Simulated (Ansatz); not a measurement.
Computed with Ansatz on PBE0-D4/def2-TZVP structures; ΔE is electronic, products minus reactants. CBS: MP2 limit from def2 TZ/QZ plus the TZ coupled-cluster correction, frozen cores. DFT in def2-TZVPP. B3LYP here is the variant with VWN-RPA as its local correlation; programs differ in this. One conformer a species, not always the lowest.

Consider the isomerisation: `C[SiH](C)[SiH2]F` → `CC(F)[SiH2][SiH3]`.

`C[SiH](C)[SiH2]F`:

```xyz
14

C     0.837   -1.534   -0.669
Si    0.033    0.157   -0.546
C     1.206    1.415    0.204
Si   -1.940    0.031    0.717
F    -1.587   -0.448    2.216
H     1.751   -1.483   -1.266
H     1.100   -1.909    0.323
H     0.166   -2.257   -1.137
H    -0.380    0.612   -1.909
H     1.480    1.129    1.222
H     2.123    1.487   -0.387
H     0.749    2.407    0.242
H    -2.910   -0.953    0.161
H    -2.630    1.346    0.829
```

`CC(F)[SiH2][SiH3]`:

Cartesian coordinates in Å:
```
C -1.648 1.418 -0.782
C -0.590 0.342 -0.807
F 0.489 0.783 -1.588
Si 0.091 -0.141 0.909
Si 1.936 -1.559 0.683
H -2.519 1.074 -0.219
H -1.272 2.327 -0.309
H -1.971 1.663 -1.797
H -0.982 -0.555 -1.302
H -1.002 -0.824 1.659
H 0.460 1.099 1.648
H 1.572 -2.724 -0.168
H 3.077 -0.842 0.056
H 2.361 -2.063 2.017
```

```
             level  ΔE (kJ/mol)  difference from CCSD(T)/CBS
         r2SCAN-D4        258.3                         -5.3
           ωB97X-V        250.8                        -12.8
            B2PLYP        260.8                         -2.8
               PBE        244.1                        -19.5
              PBE0        251.6                        -12.0
             B3LYP        253.8                         -9.8
CCSD(T)/def2-TZVPP        257.5                         -6.1
SCS-MP2/def2-QZVPP        269.7                          6.1
      HF/CBS(def2)        262.6                         -1.0
    CCSD/CBS(def2)        265.2                          1.6
       CCSD(T)/CBS        263.6                            0
```

Largest T1 diagnostic among the species: 0.012.

From PBE to PBE0 (25 % exact exchange), in def2-TZVPP and without D4, ΔE moves by +7.6 kJ/mol.
